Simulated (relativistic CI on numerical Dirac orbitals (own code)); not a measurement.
## Ions with 24 electrons, Cr I to Sr XV

Method of calculation: Dirac-Coulomb-Breit CI, KLI orbitals optimised for each configuration, QED by a radiative potential, valence Slater integrals scaled by 0.9, P86 correlation energy added to each configuration (own radial code, finite nucleus).

Configurations in the expansion (outside the closed core [Ne]): 3s²3p⁶3d⁶, 3s²3p⁶3d⁵4s, 3s²3p⁵3d⁷, 3s²3p⁴3d⁸, 3s3p⁶3d⁷, 3p⁶3d⁸, 3s²3p⁶3d⁵4p. Levels of other configurations are missing.

Energies above each ion's lowest level, in eV. Levels are followed by their leading LS label, which can pass from one level to another where the coupling changes.

```
    Ion  3s²3p⁶3d⁶ ⁵D4  3s²3p⁶3d⁶ ⁵D3  3s²3p⁶3d⁶ ⁵D2  3s²3p⁶3d⁶ ⁵D1  3s²3p⁶3d⁶ ⁵D0
   Cr I                                                                           
 Zn VII              0        0.19304        0.31576         0.3937        0.43135
Ga VIII              ?              ?              ?              ?              ?
  Ge IX              0        0.31522        0.50247         0.6237        0.68159
   As X              0        0.39409        0.61826        0.76653        0.83662
  Se XI              0        0.48704        0.75018        0.93012         1.0139
 Br XII              0        0.59601        0.89874         1.1162          1.215
Kr XIII              0        0.72316          1.064         1.3266         1.4417
 Rb XIV              0        0.87089         1.2454         1.5632         1.6957
  Sr XV              0         1.0419         1.4416         1.8281         1.9783
```

**Question.** Fill in the row of Ga VIII.

**Answer.** 3s²3p⁶3d⁶ ⁵D4 0, 3s²3p⁶3d⁶ ⁵D3 0.24873, 3s²3p⁶3d⁶ ⁵D2 0.40199, 3s²3p⁶3d⁶ ⁵D1 0.49996, 3s²3p⁶3d⁶ ⁵D0 0.54707 (eV).

In the calculation the lowest level changes from 3s²3p⁶3d⁵4s ⁷S3 to 3s²3p⁶3d⁶ ⁵D4 at Zn VII.

Between Z = 35 and 38 the energy of 3s²3p⁶3d⁶ ⁵D3 follows a local power law Z^6.8. For orientation: electrostatic splittings inside a shell grow about linearly with the screened charge, excitations that change n as its square, and fine structure as its fourth power; written in Z itself the exponents are larger, since the screened charge grows faster in proportion.

The members near neutrality are the least accurate: they can be off by several eV, miss lower levels of configurations outside the list, or start from a wrong lowest level.
